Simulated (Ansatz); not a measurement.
Consider the adduct formation: `[F][Al]([F])[F]` + silanol → `[F][Al-]([F])([F])[OH+][SiH3]`.

Program: Ansatz. Geometries: PBE0-D4/def2-TZVP. ΔE: electronic, gas phase. CCSD(T)/CBS is the MP2 limit (def2-TZVPP, def2-QZVPP) plus CCSD(T) − MP2 in def2-TZVPP, frozen cores. This one scheme is used for every species. DFT in def2-TZVPP. HSE06 is defined as in plane-wave codes. One conformer a species, not always the lowest.

`[F][Al]([F])[F]`:

Cartesian coordinates in Å:
```
F 1.086 -0.944 -0.764
Al 0.000 0.000 0.000
F -1.125 0.806 -0.859
F 0.040 0.138 1.622
```

`O[SiH3]`:

```xyz
6

O     1.087    0.346    0.585
Si   -0.254   -0.014   -0.302
H     1.134    0.010    1.480
H    -0.421   -1.484   -0.475
H    -0.053    0.627   -1.621
H    -1.492    0.515    0.334
```

`[F][Al-]([F])([F])[OH+][SiH3]`:

Z-matrix (Å, degrees):
```
Al
F 1 1.649
F 1 1.665 2 117.6
F 1 1.649 2 116.2 3 146.8
O 1 1.897 2 104.0 3 -99.4
Si 5 1.719 1 121.3 2 119.0
H 5 0.961 1 121.0 2 -60.1
H 6 1.472 5 108.3 1 62.2
H 6 1.483 5 102.6 1 -180.0
H 6 1.472 5 108.4 1 -62.1
```

Problem. Is it downhill or uphill in electronic energy at CCSD(T)/CBS, and by how much? (Estimate.)

Solution. Ansatz gave: Downhill: ΔE = -32.4 kcal/mol.

Problem. What do these levels give: HSE06-D4, r2SCAN, PBE0, LC-ωPBE, HF/CBS(def2), MP2/CBS(def2)? (Best estimate.)

Solution. The calculation gave: HSE06-D4 -32.0, r2SCAN -32.6, PBE0 -30.3, LC-ωPBE -30.8, HF/CBS(def2) -29.7, MP2/CBS(def2) -31.6 kcal/mol.

Largest T1 diagnostic among the species: 0.013.

The D4 term adds −3.3 kcal/mol with B3LYP and −1.8 kcal/mol with PBE0; it sums over pairs of atoms, weighted by their polarisabilities, and B3LYP, whose exchange is more repulsive, gets the larger term. At CCSD(T), def2-SVP lies −6.5 kcal/mol from the extrapolated value and def2-TZVPP +0.6 kcal/mol. Leaving LDA and LC-ωPBE aside and taking each functional with its dispersion term where it has one, the values, not all of them listed here, spread over 6.3 kcal/mol, from BHLYP-D4 to revPBE-D4. LDA lies −9.0 kcal/mol from PBE without D4.

B3LYP here is the variant with VWN-RPA as its local correlation; programs differ in this.
